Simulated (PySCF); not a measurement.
Peak assignment

Cartesian coordinates in Å; atom numbers follow the order of the lines, from 1:
```xyz
17

C     3.5076   -0.8139    0.3339
C     2.3541   -0.6701   -0.0272
Si    0.6188   -0.4417   -0.5654
C     0.0670    1.3631   -0.6368
C    -0.4571    1.1909    0.8142
C    -0.5584   -0.3561    0.9412
C    -1.9341   -0.8914    0.6945
F    -2.8238   -0.4547    1.5953
F    -1.9590   -2.2272    0.7314
F    -2.4011   -0.5185   -0.5142
H     4.5277   -0.9387    0.6533
H     0.3206   -1.3844   -1.6792
H    -0.7590    1.4864   -1.3537
H     0.8011    2.1649   -0.7932
H    -1.4019    1.7143    1.0329
H     0.2880    1.5571    1.5355
H    -0.2065   -0.7666    1.8975
```

- structure optimised with PBE0-D3(BJ)/def2-SVP
- shielding tensors at PBE/pcSseg-1 (GIAO)
- program: PySCF 2.14
- no solvent model, one conformer, equivalent nuclei averaged, non-relativistic Hamiltonian

Scale: ¹³C (σref 180.03) and ¹H (σref 31.20) against TMS (reference shieldings calculated alike).

Task: Assign these signals to the numbered atoms. ¹³C{¹H} NMR (computed): δ 139.7 (C), 104.6 (CH), 85.4 (C), 37.8 (CH), 26.5 (CH2), 14.8 (CH2).

Result: 
139.7 → C7, CF3 carbon: 3 electronegative neighbours deshield it
104.6 → C1, terminal alkyne carbon: the triple bond shields along its axis, which puts it between sp3 and sp2 carbons
85.4 → C2, alkyne carbon: sp carbons lie upfield of alkene carbons because the cylindrical π system leaves one tensor component strongly shielded
37.8 → C6, sp3 CH bonded to Si
26.5 → C5, sp3 CH2 in a ring: saturated and bonded to C and H only
14.8 → C4, sp3 CH2 bonded to Si

Task: Assign these signals to the numbered atoms. ¹H NMR (500 MHz, computed): δ 5.42 (m, 1H), 2.65 (m, 1H), 2.59 (m, 1H), 2.58 (d, 1H), 2.04 (m, 1H), 1.71 (m, 1H), 1.18 (m, 1H).

Result: 
5.42 → H12, hydrogen on a silicon bonded to 3 C, in a 4-membered ring
2.65 → H16, hydrogen on an sp3 CH2 in a ring
2.59 → H15, hydrogen on an sp3 CH2 in a ring
2.58 → H11, hydrogen on a terminal alkyne carbon: it lies on the axis of the triple bond, in its shielding cone
2.04 → H17, hydrogen on an sp3 CH bonded to Si
1.71 → H13, hydrogen on an sp3 CH2 bonded to Si
1.18 → H14, hydrogen on an sp3 CH2 bonded to Si

H16 and H15; H15 and H11 lie closer than the usual error of such a calculation, so a measured spectrum could show them in the other order.

Splittings by ¹⁹F in the carbon and heteronuclear signals aren't shown, as no couplings were computed. Shifts are as computed. Against solution values, carbons near 30 ppm lie about +2 ppm off and those near 130 ppm about +2 ppm. Of 1211 compounds with measured shifts, 218 miss one by over three times the rms of a fit or turn the order of signals round; such compounds aren't used in these exercises. Multiplicities follow the n + 1 count of equivalent neighbours, as no J values were calculated; m marks all less simple cases, F and P coupling included.
